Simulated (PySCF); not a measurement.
A geometry optimisation on `C=C[C@@H]1C[C@@H]2CCC[C@H]1C2`.

Computed with PBE0-D3(BJ)/def2-SVP geometry optimisation, gas phase (PySCF 2.14.0). Start geometry: GFN2-xTB. The command runs a driver script over a list of jobs; the input below is this job's line of settings and its coordinates in Å.

Command:
```bash
OMP_NUM_THREADS=1 python probes_run.py task.json out
```

Input:
```
{"job": {"xc": "PBE0", "basis": "def2-SVP", "d3": "d3bj", "grid": 1, "shake": 0.01, "kind": "geom"}, "charge": 0, "multiplicity": 1}
C      3.138560     0.709450    -1.082700
C      1.816480     0.493130    -0.999330
C      1.164210    -0.238360     0.126590
C      0.363000    -1.448510    -0.303810
C     -0.973120    -1.365010     0.505250
C     -2.077680    -0.624290    -0.255420
C     -1.557230     0.700460    -0.805180
C     -0.735520     1.490210     0.220060
C      0.221970     0.607370     1.027550
C     -0.571880    -0.498390     1.720970
H      3.801690     0.404300    -0.319260
H      3.551710     1.266570    -1.914230
H      1.135370     0.848660    -1.793360
H      1.967380    -0.586310     0.802280
H      0.853520    -2.388870    -0.077760
H      0.129570    -1.425750    -1.363750
H     -1.327110    -2.334980     0.813790
H     -2.443840    -1.244380    -1.070700
H     -2.918140    -0.464660     0.423730
H     -0.979390     0.516400    -1.681130
H     -2.429870     1.310630    -1.143980
H     -1.422650     1.927420     0.937070
H     -0.201430     2.301820    -0.296020
H      0.780840     1.233620     1.698350
H      0.083310    -1.066400     2.402440
H     -1.437920    -0.099550     2.261900
```

Output:
```
step   0  E = -389.95590135  max force = 0.032778
step   1  E = -389.96223711  max force = 0.010430
step   2  E = -389.96254226  max force = 0.002215
step   3  E = -389.96260014  max force = 0.002764
step   4  E = -389.96265999  max force = 0.001058
step   5  E = -389.96269471  max force = 0.001187
step   6  E = -389.96273088  max force = 0.000473
step   7  E = -389.96276798  max force = 0.000583
step   8  E = -389.96277111  max force = 0.000143
optimisation converged
```

Energies in Eh; «max force» is the largest Cartesian gradient component in Eh/bohr.

**Question.** How much energy does the optimisation release, in kcal/mol?

**Answer.** E(step 0) − E(last step) = 0.006870 Eh, which is 4.3 kcal/mol.

Main results: final energy -389.96277 Eh after 8 steps; dipole 0.43 D.

**Question.** Give the final coordinates.

**Answer.** 0.039 Å rms from the input after alignment:
```
atom  x, y, z in Å
C1     3.0976    0.9431   -1.0294
C2     1.8109    0.5948   -0.9704
C3     1.1837   -0.1845    0.1398
C4     0.3975   -1.4534   -0.3055
C5    -0.9283   -1.4225    0.4816
C6    -2.0427   -0.7235   -0.3040
C7    -1.5952    0.6465   -0.8137
C8    -0.8235    1.4486    0.2362
C9     0.1738    0.5928    1.0237
C10   -0.5699   -0.5610    1.6964
H11    3.7991    0.6619   -0.2366
H12    3.4987    1.5188   -1.8678
H13    1.1502    0.8965   -1.7932
H14    1.9969   -0.5050    0.8120
H15    0.9776   -2.3573   -0.0671
H16    0.2288   -1.4742   -1.3943
H17   -1.2584   -2.4341    0.7650
H18   -2.3644   -1.3498   -1.1529
H19   -2.9222   -0.6166    0.3545
H20   -0.9544    0.5005   -1.6991
H21   -2.4619    1.2245   -1.1728
H22   -1.5290    1.8923    0.9601
H23   -0.3061    2.2950   -0.2444
H24    0.7099    1.2334    1.7416
H25    0.0989   -1.1058    2.3835
H26   -1.4510   -0.2359    2.2726
```

**Question.** Estimate the wall time. Hardware: an Intel Xeon Platinum 8488C with one thread (shared host). And the peak memory of the process?

**Answer.** About 4.3 min, with 1.0 GiB resident at the peak, the Python interpreter and its libraries included.
Labels such as C1 count atoms from 1, the log's own numbers from 0.
